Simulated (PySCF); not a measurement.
A GIAO shielding run with PySCF 2.14.0 with density-fitted response routines (density fitting, non-relativistic, gas phase) on `[SiH2](CC)O[SiH2][SiH2]N`, C₂H₁₃NOSi₃:

```
{"job": {"kind": "nmr", "xc": "PBE0", "basis": "pcSseg-1"}, "charge": 0, "multiplicity": 1}
C     -3.305917     0.810225    -0.080300
C     -2.112125    -0.117910    -0.273488
Si    -0.803482     0.092307     1.085865
O      0.420465    -0.931629     0.844865
Si     1.698439    -1.715545     0.200975
Si     3.113714    -0.185570    -0.764620
N      2.155349     1.065050    -1.471231
H     -2.990590     1.850858    -0.111060
H     -3.776153     0.631576     0.884069
H     -4.053650     0.659049    -0.857507
H     -2.464402    -1.151707    -0.290516
H     -1.671500     0.068695    -1.255713
H     -1.327867    -0.239364     2.410303
H     -0.244896     1.453302     1.057056
H      2.261153    -2.421173     1.358575
H      1.111396    -2.723696    -0.691026
H      3.884866    -0.703791    -1.903225
H      4.130517     0.333088     0.179966
H      2.600491     1.814375    -1.977152
H      1.369046     1.422539    -0.952500
```

Hardware: 1 thread of an x86-64 server CPU, shared host. The job also computes population analyses, field gradients.

Problem. How large is the calculation?

Solution. 82 electrons, 205 basis functions and 1132 auxiliary functions.

Problem. How long does it take?

Solution. 30 s of wall time, with 13 SCF cycles and 4 response iterations. Times on a shared host scatter by some tens of per cent.
